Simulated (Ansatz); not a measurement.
Ansatz (a first-principles code) input for Si(Cl)(H)2(NHMe) (CH₆ClNSi), SMILES Cl[SiH2]NC, B3LYP-D3(BJ)/def2-SVP. 

Ansatz 0.2 input:
```yaml
crystal:
  periodic: [false, false, false]
  atoms:
    - {symbol: Si, position_ang: [0.25207232, -0.58741520, -0.26957714]}
    - {symbol: Cl, position_ang: [1.68440174, 0.53626888, 0.59237140]}
    - {symbol: N, position_ang: [-1.19183536, 0.30353258, -0.05063126]}
    - {symbol: C, position_ang: [-2.48149001, -0.11229912, -0.54647072]}
    - {symbol: H, position_ang: [0.49418786, -0.69573005, -1.70571497]}
    - {symbol: H, position_ang: [0.30096645, -1.90943391, 0.36437767]}
    - {symbol: H, position_ang: [-1.27066584, 0.92649267, 0.73983834]}
    - {symbol: H, position_ang: [-3.09238593, 0.76036828, -0.78340828]}
    - {symbol: H, position_ang: [-2.33927741, -0.69443330, -1.45369320]}
    - {symbol: H, position_ang: [-3.02487981, -0.73095507, 0.17560966]}
basis:
  gaussian:
    orbitals: def2-SVP
hamiltonian:
  xc: b3lyp
  dispersion: d3bj
relax: {f_tol: 0.002, max_steps: 200}
```

Program output:

```
[...]
relax step   7: F+E_penalty+E_count = -23019.82172594 eV  Δ(F+E_penalty+E_count) = -5.267e-3 eV  max|allowed force component| = 2.103e-1 eV/Å  Δτ_max = 0.1122 Å  (26 SCF iters, accepted)
these checks for a lower state are left out or cut short: starts, cluster_reference, orbital_swaps, neighbouring_geometries, increment
integrals: 0.04 GiB planned
999 factors; integrals over basis functions are off by at most 6.8e-4 eV
mean field: 0.36 GiB planned
mean field -23019.45572057 eV, -845.9493945835 hartree, gradient 5.2e-5 eV, S^2 0.000000; 0 other end points of the search recorded, 0 dependent functions left out
the calculation of the forces begins
reference -23019.45596981 eV, -845.9494037428 hartree; 25, 25 occupied and 69, 69 virtual orbitals, 999 factors
relax step   8: F+E_penalty+E_count = -23019.82777788 eV  Δ(F+E_penalty+E_count) = -6.052e-3 eV  max|allowed force component| = 1.688e-1 eV/Å  Δτ_max = 0.0718 Å  (24 SCF iters, accepted)
these checks for a lower state are left out or cut short: starts, cluster_reference, orbital_swaps, neighbouring_geometries, increment
integrals: 0.04 GiB planned
999 factors; integrals over basis functions are off by at most 6.3e-4 eV
mean field: 0.36 GiB planned
mean field -23019.46925406 eV, -845.9498919301 hartree, gradient 1.4e-5 eV, S^2 0.000000; 0 other end points of the search recorded, 0 dependent functions left out
the calculation of the forces begins
reference -23019.46950410 eV, -845.9499011188 hartree; 25, 25 occupied and 69, 69 virtual orbitals, 999 factors
relax step   9: F+E_penalty+E_count = -23019.84007113 eV  Δ(F+E_penalty+E_count) = -1.229e-2 eV  max|allowed force component| = 2.062e-1 eV/Å  Δτ_max = 0.1660 Å  (27 SCF iters, accepted)
these checks for a lower state are left out or cut short: starts, cluster_reference, orbital_swaps, neighbouring_geometries, increment
integrals: 0.04 GiB planned
999 factors; integrals over basis functions are off by at most 6.0e-4 eV
mean field: 0.35 GiB planned
mean field evaluation 64: about -23019.4762 eV, gradient 6.6e-4 eV
mean field -23019.47618075 eV, -845.9501464813 hartree, gradient 2.5e-5 eV, S^2 0.000000; 0 other end points of the search recorded, 0 dependent functions left out
the calculation of the forces begins
reference -23019.47642938 eV, -845.9501556180 hartree; 25, 25 occupied and 69, 69 virtual orbitals, 999 factors
relax step  10: F+E_penalty+E_count = -23019.84608238 eV  Δ(F+E_penalty+E_count) = -6.011e-3 eV  max|allowed force component| = 4.763e-1 eV/Å  Δτ_max = 0.1949 Å  (27 SCF iters, accepted)
these checks for a lower state are left out or cut short: starts, cluster_reference, orbital_swaps, neighbouring_geometries, increment
integrals: 0.04 GiB planned
999 factors; integrals over basis functions are off by at most 5.6e-4 eV
mean field: 0.35 GiB planned
mean field -23019.49344175 eV, -845.9507808111 hartree, gradient 5.3e-5 eV, S^2 0.000000; 0 other end points of the search recorded, 0 dependent functions left out
the calculation of the forces begins
reference -23019.49368934 eV, -845.9507899098 hartree; 25, 25 occupied and 69, 69 virtual orbitals, 999 factors
relax step  11: F+E_penalty+E_count = -23019.86352736 eV  Δ(F+E_penalty+E_count) = -1.744e-2 eV  max|allowed force component| = 3.381e-1 eV/Å  Δτ_max = 0.0721 Å  (24 SCF iters, accepted)
these checks for a lower state are left out or cut short: starts, cluster_reference, orbital_swaps, neighbouring_geometries, increment
integrals: 0.04 GiB planned
999 factors; integrals over basis functions are off by at most 5.4e-4 eV
mean field: 0.36 GiB planned
mean field -23019.53499311 eV, -845.9523077957 hartree, gradient 7.8e-6 eV, S^2 0.000000; 0 other end points of the search recorded, 0 dependent functions left out
the calculation of the forces begins
reference -23019.53524050 eV, -845.9523168871 hartree; 25, 25 occupied and 69, 69 virtual orbitals, 999 factors
relax step  12: F+E_penalty+E_count = -23019.90641035 eV  Δ(F+E_penalty+E_count) = -4.288e-2 eV  max|allowed force component| = 1.501e-1 eV/Å  Δτ_max = 0.2000 Å  (28 SCF iters, accepted)
these checks for a lower state are left out or cut short: starts, cluster_reference, orbital_swaps, neighbouring_geometries, increment
integrals: 0.04 GiB planned
999 factors; integrals over basis functions are off by at most 5.3e-4 eV
mean field: 0.36 GiB planned
mean field -23019.55715396 eV, -845.9531221918 hartree, gradient 2.4e-5 eV, S^2 0.000000; 0 other end points of the search recorded, 0 dependent functions left out
the calculation of the forces begins
reference -23019.55740314 eV, -845.9531313490 hartree; 25, 25 occupied and 69, 69 virtual orbitals, 999 factors
relax step  13: F+E_penalty+E_count = -23019.93006776 eV  Δ(F+E_penalty+E_count) = -2.366e-2 eV  max|allowed force component| = 2.810e-1 eV/Å  Δτ_max = 0.1953 Å  (27 SCF iters, accepted)
these checks for a lower state are left out or cut short: starts, cluster_reference, orbital_swaps, neighbouring_geometries, increment
integrals: 0.04 GiB planned
999 factors; integrals over basis functions are off by at most 5.1e-4 eV
mean field: 0.36 GiB planned
mean field -23019.56395254 eV, -845.9533720350 hartree, gradient 1.6e-5 eV, S^2 0.000000; 0 other end points of the search recorded, 0 dependent functions left out
the calculation of the forces begins
reference -23019.56420137 eV, -845.9533811794 hartree; 25, 25 occupied and 69, 69 virtual orbitals, 999 factors
relax step  14: F+E_penalty+E_count = -23019.93886779 eV  Δ(F+E_penalty+E_count) = -8.800e-3 eV  max|allowed force component| = 3.106e-1 eV/Å  Δτ_max = 0.1248 Å  (26 SCF iters, accepted)
these checks for a lower state are left out or cut short: starts, cluster_reference, orbital_swaps, neighbouring_geometries, increment
integrals: 0.04 GiB planned
999 factors; integrals over basis functions are off by at most 5.1e-4 eV
mean field: 0.36 GiB planned
mean field evaluation 96: about -23019.5660 eV, gradient 2.7e-5 eV
mean field -23019.56603276 eV, -845.9534484817 hartree, gradient 5.1e-5 eV, S^2 0.000000; 0 other end points of the search recorded, 0 dependent functions left out
the calculation of the forces begins
reference -23019.56628042 eV, -845.9534575829 hartree; 25, 25 occupied and 69, 69 virtual orbitals, 999 factors
relax step  15: F+E_penalty+E_count = -23019.94436426 eV  Δ(F+E_penalty+E_count) = -5.496e-3 eV  max|allowed force component| = 2.030e-1 eV/Å  Δτ_max = 0.0901 Å  (24 SCF iters, accepted)
these checks for a lower state are left out or cut short: starts, cluster_reference, orbital_swaps, neighbouring_geometries, increment
integrals: 0.04 GiB planned
999 factors; integrals over basis functions are off by at most 5.0e-4 eV
mean field: 0.36 GiB planned
mean field -23019.57100721 eV, -845.9536312895 hartree, gradient 4.1e-5 eV, S^2 0.000000; 0 other end points of the search recorded, 0 dependent functions left out
the calculation of the forces begins
reference -23019.57125418 eV, -845.9536403653 hartree; 25, 25 occupied and 69, 69 virtual orbitals, 999 factors
relax step  16: F+E_penalty+E_count = -23019.94957499 eV  Δ(F+E_penalty+E_count) = -5.211e-3 eV  max|allowed force component| = 8.538e-2 eV/Å  Δτ_max = 0.0579 Å  (24 SCF iters, accepted)
these checks for a lower state are left out or cut short: starts, cluster_reference, orbital_swaps, neighbouring_geometries, increment
integrals: 0.04 GiB planned
999 factors; integrals over basis functions are off by at most 5.0e-4 eV
mean field: 0.36 GiB planned
mean field -23019.57184783 eV, -845.9536621815 hartree, gradient 3.8e-5 eV, S^2 0.000000; 0 other end points of the search recorded, 0 dependent functions left out
the calculation of the forces begins
reference -23019.57209457 eV, -845.9536712491 hartree; 25, 25 occupied and 69, 69 virtual orbitals, 999 factors
relax step  17: F+E_penalty+E_count = -23019.95002809 eV  Δ(F+E_penalty+E_count) = -4.531e-4 eV  max|allowed force component| = 3.181e-2 eV/Å  Δτ_max = 0.0265 Å  (24 SCF iters, accepted)
these checks for a lower state are left out or cut short: starts, cluster_reference, orbital_swaps, neighbouring_geometries, increment
integrals: 0.04 GiB planned
999 factors; integrals over basis functions are off by at most 5.0e-4 eV
mean field: 0.36 GiB planned
mean field -23019.57166372 eV, -845.9536554157 hartree, gradient 8.6e-6 eV, S^2 0.000000; 0 other end points of the search recorded, 0 dependent functions left out
the calculation of the forces begins
reference -23019.57191035 eV, -845.9536644791 hartree; 25, 25 occupied and 69, 69 virtual orbitals, 999 factors
relax step  18: F+E_penalty+E_count = -23019.95018862 eV  Δ(F+E_penalty+E_count) = -1.605e-4 eV  max|allowed force component| = 2.459e-2 eV/Å  Δτ_max = 0.0141 Å  (23 SCF iters, accepted)
these checks for a lower state are left out or cut short: starts, cluster_reference, orbital_swaps, neighbouring_geometries, increment
integrals: 0.04 GiB planned
999 factors; integrals over basis functions are off by at most 5.0e-4 eV
mean field: 0.36 GiB planned
mean field -23019.57152248 eV, -845.9536502252 hartree, gradient 6.0e-6 eV, S^2 0.000000; 0 other end points of the search recorded, 0 dependent functions left out
the calculation of the forces begins
reference -23019.57176908 eV, -845.9536592877 hartree; 25, 25 occupied and 69, 69 virtual orbitals, 999 factors
relax step  19: F+E_penalty+E_count = -23019.95024695 eV  Δ(F+E_penalty+E_count) = -5.833e-5 eV  max|allowed force component| = 7.789e-3 eV/Å  Δτ_max = 0.0046 Å  (22 SCF iters, accepted)
these checks for a lower state are left out or cut short: starts, cluster_reference, orbital_swaps, neighbouring_geometries, increment
integrals: 0.04 GiB planned
999 factors; integrals over basis functions are off by at most 5.0e-4 eV
mean field: 0.36 GiB planned
mean field -23019.57156379 eV, -845.9536517433 hartree, gradient 2.4e-5 eV, S^2 0.000000; 0 other end points of the search recorded, 0 dependent functions left out
the calculation of the forces begins
reference -23019.57181040 eV, -845.9536608060 hartree; 25, 25 occupied and 69, 69 virtual orbitals, 999 factors
relax step  20: F+E_penalty+E_count = -23019.95025125 eV  Δ(F+E_penalty+E_count) = -4.297e-6 eV  max|allowed force component| = 1.033e-3 eV/Å  Δτ_max = 0.0018 Å  (19 SCF iters, accepted)
integrals: 0.04 GiB planned
999 factors; integrals over basis functions are off by at most 5.0e-4 eV
mean field: 0.36 GiB planned
mean field evaluation 128: about -23019.3297 eV, gradient 9.9e0 eV
mean field -23019.57156379 eV, -845.9536517433 hartree, gradient 2.4e-5 eV, S^2 0.000000; 1 other end points of the search recorded, 0 dependent functions left out
the calculation of the forces begins
reference -23019.57181040 eV, -845.9536608060 hartree; 25, 25 occupied and 69, 69 virtual orbitals, 999 factors
Total energy: -23019.95049786 eV, -845.9675773135 hartree
Atom 0 at     0.248420    -0.663130    -0.147099 Å, force    -0.000202    -0.000316    -0.000900 eV/Å
Atom 1 at     1.337075     1.106910    -0.453055 Å, force     0.000121     0.000213     0.000241 eV/Å
Atom 2 at    -1.400091    -0.417561     0.262917 Å, force     0.000287     0.000167    -0.000485 eV/Å
Atom 3 at    -2.406170     0.101315    -0.650287 Å, force     0.000065     0.000559     0.000482 eV/Å
Atom 4 at     0.316422    -1.403440    -1.431453 Å, force    -0.000008    -0.000010    -0.000117 eV/Å
Atom 5 at     0.893326    -1.378933     0.980949 Å, force     0.000050     0.000020     0.000269 eV/Å
Atom 6 at    -1.608974    -0.239886     1.241772 Å, force    -0.000390    -0.000247     0.001033 eV/Å
Atom 7 at    -2.460385     1.206442    -0.666828 Å, force    -0.000056     0.000118    -0.000630 eV/Å
Atom 8 at    -2.180823    -0.230097    -1.676667 Å, force     0.000074    -0.000309     0.000108 eV/Å
Atom 9 at    -3.407705    -0.285225    -0.397549 Å, force     0.000058    -0.000196     0.000000 eV/Å
Dipole moment:    -0.416812    -0.130688     0.133384 e Å
```

Self-consistency was reached.
